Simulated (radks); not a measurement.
Neutral palladium inside a hard spherical wall (all orbitals vanish at R), configuration held at [Kr] 4d10 and not refilled when levels cross. Method: scalar-relativistic Kohn-Sham, LDA (Slater exchange, Perdew-Wang correlation), spin-unpolarised, spherical densities, finite nucleus; Fermi nuclear charge, rms radius 4.5318 fm; computed with a radial shooting solver on a logarithmic mesh with Libxc functionals. Eigenvalues in eV, with the zero of energy where the potential of the charges vanishes at infinity; a dash marks a level that is unbound or too diffuse for the functional's potential to be trusted. A positive occupied level is held by the wall or, in an anion where self-interaction has pushed it up, behind a barrier. The pressure on the wall is -dE/dV.

R (bohr)  E (hartree)  kinetic (hartree)    e(3d)    e(4s)    e(4p)   e(4d)  e(5s, empty)  e(5p, empty)  pressure (GPa)
free      -5041.03629           5227.132  -325.95  -85.431  -51.361  -4.309        -3.611        -0.356               0
20        -5041.03629           5227.132  -325.95  -85.431  -51.361  -4.309        -3.611        -0.351        < 0.0001
15        -5041.03629           5227.132  -325.95  -85.431  -51.361  -4.309        -3.611        -0.324        < 0.0001
6         -5041.02354           5227.216  -325.24  -84.756  -50.701  -3.712        -2.654         2.196            1.08
2.5       -5038.27514           5238.559  -295.58  -61.019  -27.781  20.819        48.604        66.906            2150
2         -5032.42468           5261.341  -263.39  -38.239   -4.171  49.032        117.99        144.16           12600
1.5       -5006.82783           5349.109  -181.84   27.558   67.412  132.44        330.28        366.35          108000
